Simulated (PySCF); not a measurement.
CH6MoN2O, multiplicity 1. Atoms are numbered in the order given.

```xyz
11

Mo    -0.0386     0.0161    -0.0699
N     -1.4882    -0.9316    -0.2677
H     -2.1771    -1.5380    -0.7255
N      1.1499    -0.3322    -1.3019
H      1.4389    -0.8041    -2.1678
O     -0.4111     1.8785     0.1033
H      0.1146     2.5404    -0.3824
C      0.8277    -0.7426     1.7122
H      1.0262    -1.8303     1.6509
H      0.1250    -0.5543     2.5507
H      1.7862    -0.2132     1.8949
```
Charge 0, spin multiplicity 1.

Coordinates come from a PBE-D3(BJ)/def2-SVP optimisation. The spin state was assumed, not searched. The structure was generated by enumeration; whether it is a known compound was not checked. The def2 effective core potentials stand for the cores of Mo; spin–orbit coupling is left out. One conformer was computed; it need not be the lowest.

All values below come from PySCF with TDA-PBE/def2-SVPD.

Vertical excitations. Gas-phase values at a fixed geometry.

Computed UV-visible absorptions:
```
state  energy (eV)  λ (nm)      f                                                                  main pairs
-----  -----------  ------  -----  --------------------------------------------------------------------------
S1            4.00     310  0.004                                                              HOMO→LUMO 86 %
S2            4.25     292  0.007                                                            HOMO−1→LUMO 82 %
S3            4.53     274  0.001                                        HOMO→LUMO+1 80 %, HOMO−1→LUMO+1 16 %
S4            4.77     260  0.005                                        HOMO−2→LUMO 64 %, HOMO−1→LUMO+1 15 %
S5            4.98     249  0.007                      HOMO−1→LUMO+1 42 %, HOMO−2→LUMO 21 %, HOMO→LUMO+2 10 %
S6            5.14     241  0.004    HOMO−3→LUMO 36 %, HOMO−4→LUMO 23 %, HOMO−2→LUMO+1 15 %, HOMO→LUMO+2 12 %
S7            5.21     238  0.001                                        HOMO−2→LUMO+1 63 %, HOMO−3→LUMO 31 %
S8            5.31     233  0.008                                        HOMO−4→LUMO 62 %, HOMO−2→LUMO+1 13 %
S9            5.50     225  0.000                     HOMO−1→LUMO+2 55 %, HOMO→LUMO+2 23 %, HOMO−3→LUMO+1 9 %
S10           5.58     222  0.012  HOMO→LUMO+3 45 %, HOMO−4→LUMO+1 14 %, HOMO−1→LUMO+2 12 %, HOMO→LUMO+2 12 %
T1            3.58     346      0                                                              HOMO→LUMO 90 %
T2            3.78     328      0                                                            HOMO−1→LUMO 86 %
T3            4.04     307      0                                        HOMO→LUMO+1 67 %, HOMO−1→LUMO+1 23 %
T4            4.20     296      0                      HOMO−2→LUMO 53 %, HOMO−1→LUMO+1 20 %, HOMO→LUMO+1 19 %
```
Triplets are in the Tamm–Dancoff approximation.
